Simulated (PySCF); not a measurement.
**Electronic structure of P (phosphorus, neutral) at the M06-2X level**

Configuration: [Ne] 3s2 3p2 3d1, one real determinant (an excited configuration). All numbers are calculated (PySCF 2.14, no relativity, point nucleus, in dyall-acv3z (19s12p6d4f, 113 functions)).

```json
{
  "Total energy": "-340.9223 hartree",
  "One-electron energy": "-469.4946 hartree",
  "Hartree (Coulomb) energy": "151.5905 hartree",
  "Exchange-correlation energy": "-23.0182 hartree",
  "Kinetic energy": "340.57584 hartree",
  "⟨S²⟩": "3.7515",
  "⟨L²⟩": "8.001",
  "Sum of ⟨r⟩": "16.28 bohr",
  "Sum of ⟨r²⟩": "40.18 bohr²",
  "Traceless quadrupole moment −½Σ⟨3z² − r²⟩ along its main axis": "-2.67 e·bohr²",
  "Density at the nucleus (Gaussians lack the cusp)": "2180 bohr⁻³",
  "Spin density at the nucleus": "0.00363 bohr⁻³",
  "Langevin diamagnetic susceptibility": "-31.8 ×10⁻⁶ cm³/mol",
  "Time after the integrals": "about 30 core-seconds"
}
```

```
shell  electrons  mean orbital energy (hartree)  spread (hartree)  rms radius, mean of both spins (bohr)
 1s α          1                      -78.23241                 0                                  0.121
 1s β          1                      -78.21676                 0                                  0.121
 2s α          1                       -7.02893                 0                                  0.567
 2s β          1                       -7.02347                 0                                  0.567
 2p α          3                       -5.14935           0.00665                                  0.541
 2p β          3                       -5.13033           0.01521                                  0.541
 3s α          1                       -0.75034                 0                                   2.01
 3s β          1                       -0.64068                 0                                   2.01
 3p α          2                       -0.39057                 0                                   2.39
 3d α          1                       -0.01043                 0                                   4.27
```

⟨L²⟩ = 8.00 against 12 for a pure F term, so this real determinant mixes terms. The outer electron is Rydberg-like, and this basis confines it to a smaller radius and binds it less than a complete one would.
